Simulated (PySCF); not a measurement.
## Spinor energies of Tl (thallium, neutral)

Start: [Xe] 4f14 5d10 6s2 6p1; 6p1/2 filled at m_j = +1/2. Calculated with PySCF 2.14 in x2c-TZVPall-2c with one added diffuse shell each of s, p, d, f type (12s12p10d4f, 126 functions): generalised Hartree-Fock with the X2C-1e Hamiltonian and a Gaussian nucleus; one run each with spin-orbit coupling (SO) switched off, then screened by Boettger's factors.

```json
{"spinor shell": "1s1/2", "electrons": "2", "ε, spin-free (eV)": "-86016.4", "ε, screened SO (eV)": "-85979.8", "weight of nominal j (screened SO)": "1.000", "rms radius, screened SO (bohr)": "0.0184"}
{"spinor shell": "2s1/2", "electrons": "2", "ε, spin-free (eV)": "-15472.5", "ε, screened SO (eV)": "-15460.6", "weight of nominal j (screened SO)": "1.000", "rms radius, screened SO (bohr)": "0.0743"}
{"spinor shell": "2p1/2", "electrons": "2", "ε, spin-free (eV)": "-13324.5", "ε, screened SO (eV)": "-14816.5", "weight of nominal j (screened SO)": "1.000", "rms radius, screened SO (bohr)": "0.0628"}
{"spinor shell": "2p3/2", "electrons": "4", "ε, spin-free (eV)": "-13324.5", "ε, screened SO (eV)": "-12745.7", "weight of nominal j (screened SO)": "1.000", "rms radius, screened SO (bohr)": "0.0710"}
{"spinor shell": "3s1/2", "electrons": "2", "ε, spin-free (eV)": "-3764.9", "ε, screened SO (eV)": "-3760.7", "weight of nominal j (screened SO)": "1.000", "rms radius, screened SO (bohr)": "0.189"}
{"spinor shell": "3p1/2", "electrons": "2", "ε, spin-free (eV)": "-3137.1", "ε, screened SO (eV)": "-3471.2", "weight of nominal j (screened SO)": "1.000", "rms radius, screened SO (bohr)": "0.181"}
{"spinor shell": "3p3/2", "electrons": "4", "ε, spin-free (eV)": "-3137.1", "ε, screened SO (eV)": "-3004.2", "weight of nominal j (screened SO)": "1.000", "rms radius, screened SO (bohr)": "0.197"}
{"spinor shell": "3d3/2", "electrons": "4", "ε, spin-free (eV)": "-2474.8", "ε, screened SO (eV)": "-2532.1", "weight of nominal j (screened SO)": "1.000", "rms radius, screened SO (bohr)": "0.173"}
{"spinor shell": "3d5/2", "electrons": "6", "ε, spin-free (eV)": "-2474.8", "ε, screened SO (eV)": "-2432.9", "weight of nominal j (screened SO)": "1.000", "rms radius, screened SO (bohr)": "0.178"}
{"spinor shell": "4s1/2", "electrons": "2", "ε, spin-free (eV)": "-878.96", "ε, screened SO (eV)": "-877.30", "weight of nominal j (screened SO)": "1.000", "rms radius, screened SO (bohr)": "0.416"}
{"spinor shell": "4p1/2", "electrons": "2", "ε, spin-free (eV)": "-669.68", "ε, screened SO (eV)": "-751.49", "weight of nominal j (screened SO)": "1.000", "rms radius, screened SO (bohr)": "0.420"}
{"spinor shell": "4p3/2", "electrons": "4", "ε, spin-free (eV)": "-669.68", "ε, screened SO (eV)": "-636.36", "weight of nominal j (screened SO)": "1.000", "rms radius, screened SO (bohr)": "0.454"}
{"spinor shell": "4d3/2", "electrons": "4", "ε, spin-free (eV)": "-418.61", "ε, screened SO (eV)": "-430.86", "weight of nominal j (screened SO)": "1.000", "rms radius, screened SO (bohr)": "0.465"}
{"spinor shell": "5s1/2", "electrons": "2", "ε, spin-free (eV)": "-152.96", "ε, screened SO (eV)": "-152.25", "weight of nominal j (screened SO)": "1.000", "rms radius, screened SO (bohr)": "0.942"}
{"spinor shell": "4f5/2", "electrons": "6", "ε, spin-free (eV)": "-139.15", "ε, screened SO (eV)": "-140.75", "weight of nominal j (screened SO)": "1.000", "rms radius, screened SO (bohr)": "0.509"}
{"spinor shell": "4f7/2", "electrons": "8", "ε, spin-free (eV)": "-139.15", "ε, screened SO (eV)": "-136.18", "weight of nominal j (screened SO)": "1.000", "rms radius, screened SO (bohr)": "0.511"}
{"spinor shell": "5p1/2", "electrons": "2", "ε, spin-free (eV)": "-93.419", "ε, screened SO (eV)": "-107.94", "weight of nominal j (screened SO)": "1.000", "rms radius, screened SO (bohr)": "1.02"}
{"spinor shell": "5p3/2", "electrons": "4", "ε, spin-free (eV)": "-93.419", "ε, screened SO (eV)": "-86.950", "weight of nominal j (screened SO)": "1.000", "rms radius, screened SO (bohr)": "1.11"}
{"spinor shell": "5d3/2", "electrons": "4", "ε, spin-free (eV)": "-22.982", "ε, screened SO (eV)": "-23.983", "weight of nominal j (screened SO)": "1.000", "rms radius, screened SO (bohr)": "1.46"}
{"spinor shell": "5d5/2", "electrons": "6", "ε, spin-free (eV)": "-22.982", "ε, screened SO (eV)": "-21.400", "weight of nominal j (screened SO)": "1.000", "rms radius, screened SO (bohr)": "1.51"}
{"spinor shell": "6s1/2", "electrons": "2", "ε, spin-free (eV)": "-12.252", "ε, screened SO (eV)": "-11.941", "weight of nominal j (screened SO)": "0.997", "rms radius, screened SO (bohr)": "2.78"}
{"spinor shell": "6p1/2", "electrons": "1", "ε, spin-free (eV)": "-5.214", "ε, screened SO (eV)": "-5.978", "weight of nominal j (screened SO)": "0.999", "rms radius, screened SO (bohr)": "3.77"}
```

(1) Where does 4d5/2 lie, and what is the 4d spin-orbit splitting (screened SO)?

```tsv
quantity	spin-free	screened SO
E (hartree)	-20230.25973	-20265.14212
M_J	1/2	1/2
⟨J²⟩	1.294	0.765
⟨L²⟩	2.032	2.217
⟨S²⟩	0.761	0.946
```

Each row is a mean over spinors that exchange with the open shell spreads, by up to 0.446 eV (6s1/2).

Breit and QED terms are absent; they matter most for the inner s and p1/2 levels.

Densities and radii are taken from the X2C orbitals without a picture-change correction, which distorts them close to the nucleus.

Without spin-orbit coupling the j labels of p, d and f shells carry no meaning; the spin-free column gives the mean over the occupied spinors of each nl shell, and its ⟨J²⟩ belongs to a mixture of degenerate components.

Answers

(1) At -408.77 eV, 22.087 eV above 4d3/2.
